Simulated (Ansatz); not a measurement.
Input file for Ansatz (a first-principles code): R-CCSD(T)/def2-TZVPPD on HIZn (SMILES [ZnH][I]), atoms moved off the minimum. Elements past Kr take the def2 small-core potentials; no spin–orbit coupling. Files ending in .json are basis or fitting sets from the Basis Set Exchange. The run froze 18 orbitals, filled d shells among them.

Ansatz 0.2 input:
```yaml
crystal:
  periodic: [false, false, false]
  atoms:
    - {symbol: Zn, position_ang: [-0.04322383, 0.01134363, -1.52145834]}
    - {symbol: H, position_ang: [0.03528753, -0.04245842, -3.10063573]}
    - {symbol: I, position_ang: [0.05082632, -0.01986825, 0.84855712]}
basis:
  gaussian:
    orbitals: def2-TZVPPD.json
magnetization: {spin_polarized: false}
correlation: {method: ccsd_t, electrons: outside_noble_gas}
scf: {lower_state_search: off}
output: {forces: true}
```

Question: What total energy does the run end on?

Answer: -2075.7334 hartree (reference determinant -2075.0966, T1 diagnostic 0.015).

Question: How many basis functions does it have, and what does it roughly cost on one machine?

Answer: 143 functions; very roughly 90 core-seconds.
